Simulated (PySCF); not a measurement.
Simulation results for CH6NSi, CH9NSi2, CH6NOSi

All values are calculated (PySCF 2.14.0). Calculation on a computer-drawn molecule: the log of a Hartree-Fock and frozen-core CCSD(T) single point meant for a local Hartree-Fock minimum, with one planted fault or none, to be diagnosed. Offsets are logged minus clean, where the clean run is the same molecule without the fault. The reference is restricted for singlets and unrestricted otherwise, and also for a bond in bohr or an excited solution. Adding or removing an electron swaps singlet and doublet. The excited solution moves the top pair (singlet) or top alpha electron (doublet) to the lowest empty orbital. Highest occupied and lowest empty are orbital energies over both spins, largest force is the largest gradient component, triples share is (T) over the correlation energy, the T1 limit is 0.02 restricted and 0.045 unrestricted, electrons count all cores, a negative frequency is imaginary (commonest isotopes), and the dipole is about the centre of nuclear charge.

Common to all runs: meant basis cc-pV(D+d)Z; logged SCF converged yes; possible faults no fault, one electron removed, one electron added, multiplicity raised by two, geometry at a saddle point, SCF held on an excited solution, minimal basis STO-3G, one bond length entered in bohr, all coordinates scaled.

```json
{"entry": 1, "formula": "CH6NSi", "logged_structure": {"atoms_angstrom": [["C", 0.1539, 0.001, -2.3847], ["N", 1.3145, 0.3957, -1.5584], ["Si", 1.3956, 1.5174, -0.3832], ["H", -0.7159, 0.5893, -2.1019], ["H", -0.0596, -1.0533, -2.2263], ["H", 0.3809, 0.1782, -3.4331], ["H", 2.152, -0.1206, -1.7795], ["H", 0.194, 2.2719, -0.0517], ["H", 2.6715, 1.7209, 0.2905]]}, "given": {"meant_charge": 1, "meant_multiplicity": 1, "logged_electrons": 32, "logged_basis_functions": 81, "logged_spin_squared": 0.0, "logged_highest_occupied [eV]": -9.4401, "logged_lowest_empty [eV]": -11.923, "logged_largest_force [hartree/bohr]": 0.24318, "logged_CC_converged": "no", "logged_dipole_magnitude [debye]": 9.9339, "logged_SCF_stable_within_its_kind": "no", "logged_energy_HF [hartree]": -383.94121, "drawn_bonds_atom": [1, 2, 1, 1, 1, 2, 3, 3], "drawn_bonds_other_atom": [2, 3, 4, 5, 6, 7, 8, 9], "drawn_bonds_order": [1, 1, 1, 1, 1, 1, 1, 1]}, "results": {"planted_fault": "SCF held on an excited solution", "HF_energy_offset_from_clean_run [kcal/mol]": 353.0}, "notes": ["CCSD not converged"]}
{"entry": 2, "formula": "CH9NSi2", "logged_structure": {"atoms_angstrom": [["C", 0.2582, 0.1743, -0.834], ["N", -0.9472, -0.5847, -0.5605], ["Si", -2.4027, 0.087, 0.0786], ["Si", -2.2283, 1.0148, 2.2596], ["H", -0.0062, 1.1786, -1.1715], ["H", 0.9161, 0.2804, 0.0369], ["H", 0.8342, -0.2924, -1.6361], ["H", -0.7665, -1.5497, -0.3587], ["H", -2.8791, 1.1627, -0.8272], ["H", -3.4038, -1.0071, 0.1153], ["H", -1.2299, 2.1152, 2.2974], ["H", -1.8044, -0.0182, 3.2404], ["H", -3.5363, 1.5644, 2.7009]]}, "given": {"meant_charge": 0, "meant_multiplicity": 1, "logged_electrons": 50, "logged_basis_functions": 119, "logged_spin_squared": 0.0, "logged_highest_occupied [eV]": -9.4304, "logged_lowest_empty [eV]": 3.5464, "logged_largest_force [hartree/bohr]": 2.3368e-05, "logged_lowest_frequency [cm^-1]": 62.985, "logged_T1_diagnostic": 0.011381, "logged_D1_diagnostic": 0.03183, "logged_triples_share": 0.025767, "logged_CC_converged": "yes", "logged_dipole_magnitude [debye]": 1.3886, "logged_SCF_stable_within_its_kind": "yes", "logged_energy_HF [hartree]": -675.43929, "logged_energy_CCSD(T) [hartree]": -676.04628, "drawn_bonds_atom": [1, 2, 3, 1, 1, 1, 2, 3, 3, 4, 4, 4], "drawn_bonds_other_atom": [2, 3, 4, 5, 6, 7, 8, 9, 10, 11, 12, 13], "drawn_bonds_order": [1, 1, 1, 1, 1, 1, 1, 1, 1, 1, 1, 1]}, "results": {"planted_fault": "no fault", "HF_energy_offset_from_clean_run [kcal/mol]": 0.0, "CCSD(T)_energy_offset_from_clean_run [kcal/mol]": 0.0}}
{"entry": 3, "formula": "CH6NOSi", "logged_structure": {"atoms_angstrom": [["C", -1.1339, 0.713, 0.7893], ["N", -1.0405, 0.1327, -0.5377], ["Si", -2.2321, -0.8802, -1.2547], ["O", -1.5405, -1.7149, -2.5043], ["H", -1.7125, 0.0551, 1.4394], ["H", -0.1419, 0.8195, 1.235], ["H", -1.6157, 1.6964, 0.7975], ["H", -0.4808, 0.683, -1.1631], ["H", -2.7196, -1.7766, -0.1684], ["H", -0.7301, -2.1733, -2.3295]]}, "given": {"meant_charge": 0, "meant_multiplicity": 2, "logged_electrons": 41, "logged_basis_functions": 95, "logged_spin_squared": 0.755, "logged_highest_occupied [eV]": -8.1769, "logged_lowest_empty [eV]": 2.4788, "logged_largest_force [hartree/bohr]": 1.7548e-05, "logged_lowest_frequency [cm^-1]": 82.769, "logged_T1_diagnostic": 0.014175, "logged_D1_diagnostic": 0.06852, "logged_triples_share": 0.024613, "logged_CC_converged": "yes", "logged_dipole_magnitude [debye]": 2.1422, "logged_SCF_stable_within_its_kind": "yes", "logged_energy_HF [hartree]": -459.6366, "logged_energy_CCSD(T) [hartree]": -460.27682, "drawn_bonds_atom": [1, 2, 3, 1, 1, 1, 2, 3, 4], "drawn_bonds_other_atom": [2, 3, 4, 5, 6, 7, 8, 9, 10], "drawn_bonds_order": [1, 1, 1, 1, 1, 1, 1, 1, 1]}, "results": {"planted_fault": "no fault", "HF_energy_offset_from_clean_run [kcal/mol]": 0.0, "CCSD(T)_energy_offset_from_clean_run [kcal/mol]": 0.0}}
{"entry": 4, "formula": "CH6NOSi", "logged_structure": {"atoms_angstrom": [["C", -1.1339, 0.713, 0.7893], ["N", -1.0405, 0.1327, -0.5377], ["Si", -2.2321, -0.8802, -1.2547], ["O", -1.5405, -1.7149, -2.5043], ["H", -1.7125, 0.0551, 1.4394], ["H", -0.1419, 0.8195, 1.235], ["H", -1.6157, 1.6964, 0.7975], ["H", -0.4808, 0.683, -1.1631], ["H", -2.7196, -1.7766, -0.1684], ["H", -0.7301, -2.1733, -2.3295]]}, "given": {"meant_charge": 0, "meant_multiplicity": 2, "logged_electrons": 41, "logged_basis_functions": 95, "logged_spin_squared": 0.8189, "logged_highest_occupied [eV]": -2.3215, "logged_lowest_empty [eV]": -0.46827, "logged_largest_force [hartree/bohr]": 0.063478, "logged_dipole_magnitude [debye]": 2.4361, "logged_SCF_stable_within_its_kind": "no", "logged_energy_HF [hartree]": -459.43264, "drawn_bonds_atom": [1, 2, 3, 1, 1, 1, 2, 3, 4], "drawn_bonds_other_atom": [2, 3, 4, 5, 6, 7, 8, 9, 10], "drawn_bonds_order": [1, 1, 1, 1, 1, 1, 1, 1, 1]}, "results": {"planted_fault": "SCF held on an excited solution", "HF_energy_offset_from_clean_run [kcal/mol]": 128.0}, "notes": ["coupled-cluster numbers left out as unreliable"]}
```
